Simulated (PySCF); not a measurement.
# Polarisability and C₆ of Cu (copper, neutral)

[Ar] 3d10 4s1, 2S determinant. All numbers are calculated (PySCF 2.14, the spin-free X2C one-electron Hamiltonian (Gaussian nucleus), in aug-cc-pwCVTZ-DK). Coupled (time-dependent) response in atomic units; α is the mean over directions.

| method | mean α (bohr³) | C₆ (like pair) | S(−4) |
| --- | --- | --- | --- |
| UHF | 71.41 | 494.9 | 5173 |
| PBE | 40.52 | 242.0 | 1374 |

S(−4) is the Cauchy moment in α(ω) = α(0) + S(−4) ω² + …

Reference α: 46.5 ± 0.5 bohr³ (recommended; Schwerdtfeger and Nagle, table of static dipole polarizabilities (2023 update)). Published C₆: 253.0 (Chu and Dalgarno (2004); Tang, Norbeck and Certain (1976)).

Hartree-Fock lies above the reference because it lacks correlation, which contracts the outer shell.

α(iu) at UHF:

```
u (hartree)  α(iu) (bohr³)
          0          71.41
     0.0500          60.62
      0.100          42.51
      0.200          21.17
      0.300          12.74
      0.500          6.652
      0.750          4.130
       1.00          3.025
       1.50          1.972
       2.00          1.429
       3.00         0.8664
       5.00         0.4277
```
